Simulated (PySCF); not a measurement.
HgCl2, SMILES [Cl][Hg][Cl].

Geometry: B3LYP-D3(BJ)/def2-TZVP. The isomer is the one that the SMILES or the coordinates give; other isomers of the formula were not compared. The def2 effective core potentials stand for the cores of Hg; spin–orbit coupling is left out.

Two levels are set side by side: TDDFT-PBE/def2-SVPD (PySCF) and TDDFT-ωB97X/def2-SVPD (PySCF). Vertical, same geometry. The lowest singlet is HOMO−1→LUMO 100 % with PBE and HOMO−1→LUMO 97 % with the other functional; states are paired by order. Differences are taken from unrounded values.

```csv
quantity,TDDFT-PBE
lowest singlet excitation (eV),4.27
lowest triplet excitation (TDA) (eV),3.85
first bright state (f over 0.05) (eV),6.35
its oscillator strength,0.07
```

### Question
These are the TDDFT-PBE values. What does TDDFT-ωB97X give? (Estimate from the structure and the level; the computed values follow.)

### Answer

```tsv
quantity	TDDFT-ωB97X	TDDFT-PBE minus TDDFT-ωB97X
lowest singlet excitation (eV)	5.38	-1.11
lowest triplet excitation (TDA) (eV)	4.95	-1.11
first bright state (f over 0.05) (eV)	7.26	-0.91
its oscillator strength	0.21	-0.14
```

Functionals without exact exchange tend to place singlet excitations lower, as here. Differences between two approximate levels are no errors against the true value.

Rough cost on one machine, each run with all the roots and properties that it gave: TDDFT-ωB97X against TDDFT-PBE about 5 times.
